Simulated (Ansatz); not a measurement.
`CO[SiH2][NH][GeH3]` + `O[SiH](O)F` → `CO[SiH2]O[SiH](O)F` + `[NH2][GeH3]`  (ligand exchange at the Si–N bond)

Calculated with Ansatz (gas phase, PBE0-D4/def2-TZVP geometries, no zero-point term in ΔE). CBS: MP2 limit from def2 TZ/QZ plus the TZ coupled-cluster correction, frozen cores. This one scheme is used for every species. For Ge outer-core shells are correlated without core-valence functions, which leaves a few kJ/mol of doubt a bond. Scalar relativity is left out up to krypton. One conformer a species, not always the lowest.

`CO[SiH2][NH][GeH3]`:

Cartesian coordinates in Å:
```
C -0.274 -0.268 2.568
O 0.218 0.174 1.327
Si -0.774 0.550 0.067
N 0.124 0.805 -1.356
Ge 1.010 -0.492 -2.318
H 0.570 -0.600 3.176
H -0.968 -1.109 2.454
H -0.790 0.536 3.106
H -1.535 1.792 0.377
H -1.705 -0.597 -0.124
H 0.416 1.752 -1.546
H 2.516 -0.497 -1.995
H 0.373 -1.828 -1.915
H 0.817 -0.220 -3.820
```

`O[SiH](O)F`:

Z-matrix (Å, degrees):
```
Si
O 1 1.619
F 1 1.595 2 111.7
O 1 1.630 2 108.7 3 118.8
H 1 1.469 2 107.5 3 -117.0
H 2 0.959 1 118.7 3 -79.5
H 4 0.958 1 118.6 2 -158.0
```

`CO[SiH2]O[SiH](O)F`:

Cartesian coordinates in Å:
```
C 0.390 -1.465 1.791
O 0.047 -0.597 0.729
Si 0.767 -0.669 -0.753
O 0.159 0.581 -1.595
Si -0.817 1.861 -1.334
O -1.705 1.634 0.003
F 0.114 3.139 -1.175
H 0.104 -2.498 1.566
H 1.464 -1.432 2.002
H -0.148 -1.143 2.684
H 0.428 -1.943 -1.432
H 2.237 -0.535 -0.601
H -1.683 2.098 -2.494
H -1.359 0.968 0.610
```

`[NH2][GeH3]`:

Cartesian coordinates in Å:
```
N 0.180 0.178 -1.134
Ge -0.263 -0.174 0.620
H 0.314 1.161 -1.329
H 1.002 -0.318 -1.451
H -0.477 -1.691 0.729
H 0.808 0.254 1.652
H -1.564 0.589 0.913
```

| species | HF/def2-TZVPP energy (Eh) |
| --- | --- |
| `CO[SiH2][NH][GeH3]` | -2536.87855 |
| `O[SiH](O)F` | -540.16135 |
| `CO[SiH2]O[SiH](O)F` | -944.31028 |
| `[NH2][GeH3]` | -2132.75334 |

(1) Work out ΔE.

Largest T1 diagnostic among the species: 0.012.

Results:

(1) ΔE = (-944.31028) + (-2132.75334) − (-2536.87855) − (-540.16135) = -0.02372 Eh = -14.9 kcal/mol. CCSD(T)/CBS gives -13.3 kcal/mol.

In def2-TZVPP, CCSD(T) changes the Hartree–Fock value by +1.7 kcal/mol (the triples alone add +0.2 kcal/mol) and MP2 by +2.1 kcal/mol.
